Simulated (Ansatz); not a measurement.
Cartesian coordinates in Å:
```
F 1.5642 0.7286 1.2526
C 1.3178 -0.4642 0.6248
S -0.3941 -1.0072 0.8238
Si -1.3702 0.3684 -0.4667
Cl -0.6667 0.2036 -2.3920
H 1.9364 -1.2377 1.0833
H 1.5628 -0.3578 -0.4333
H -2.8000 -0.0059 -0.4309
H -1.1502 1.7720 -0.0615
```

The species carries charge 0 and has multiplicity 1.

Problem. List the B3LYP/def2-TZVPP orbital energies in eV (Ansatz 0.2.0). (Estimate.)

Solution. Ansatz gave: Occupied: -2762.67, -2418.22, -1800.57, -671.84, -280.12, -257.43, -216.25, -196.45, -196.32, -196.31, -160.80, -160.71, -160.61, -144.98, -100.35, -100.29, -100.25, -33.29, -22.89, -21.66, -18.17, -14.97, -14.30, -14.16, -12.93, -11.08, -10.84, -10.76, -9.89, -9.48, -8.99, -8.68, -7.61. Lowest empty: -0.60, 0.12, 0.31, 0.84, 1.58, 1.95, 2.19, 2.57.

B3LYP here is the variant with VWN-RPA as its local correlation; programs differ in this.
